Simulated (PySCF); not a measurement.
**Exercise with solution: entropy of an ideal gas**

Al(F)(Cl)(OH) (AlClFHO), SMILES [OH][Al]([F])[Cl].

Geometry: PBE0-D3(BJ)/def2-SVP. Other conformers were not sampled.

PBE0-D3(BJ)/def2-SVP (PySCF) gives the harmonic wavenumbers 191, 225, 260, 344, 509, 554, 853, 975, 3990 cm⁻¹ and the rotational temperatures 0.3164, 0.1519, 0.1026 K. The molar mass is 98.44 g/mol, the symmetry number 1, the spin multiplicity 1.

Work out the entropy at 298.15 K and 1 atm in the rigid-rotor, harmonic-oscillator model.


Translation (Sackur–Tetrode at 1 atm): S = R[1.5 ln M + 2.5 ln T − 1.16487] = 166.0 J/(mol K).
Rotation: q = (√π/σ) T^1.5/√(θA θB θC) = 130000, S = R[ln q + 3/2] = 110.4 J/(mol K).
Vibration: with u = 1.4388 ν/T, each mode gives R[u/(e^u − 1) − ln(1 − e^−u)]:
| ν (cm⁻¹) | modes | u | S (J/(mol K)) |
|---|---|---|---|
| 191 | 1 | 0.92 | 9.28 |
| 225 | 1 | 1.09 | 8.03 |
| 260 | 1 | 1.25 | 6.95 |
| 344 | 1 | 1.66 | 4.99 |
| 509 | 1 | 2.46 | 2.66 |
| 554 | 1 | 2.67 | 2.24 |
| 853 | 1 | 4.12 | 0.70 |
| 975 | 1 | 4.71 | 0.43 |
The stiffer modes add less than 0.005 each. Sum 35.3 J/(mol K).
Spin: R ln 1 = 0.0 J/(mol K).
Total 311.7 J/(mol K); the program's own thermochemistry gives 311.6. Translation makes up 53 % and vibration 11 %. Anharmonicity, hindered rotation and orbital degeneracy are left out.
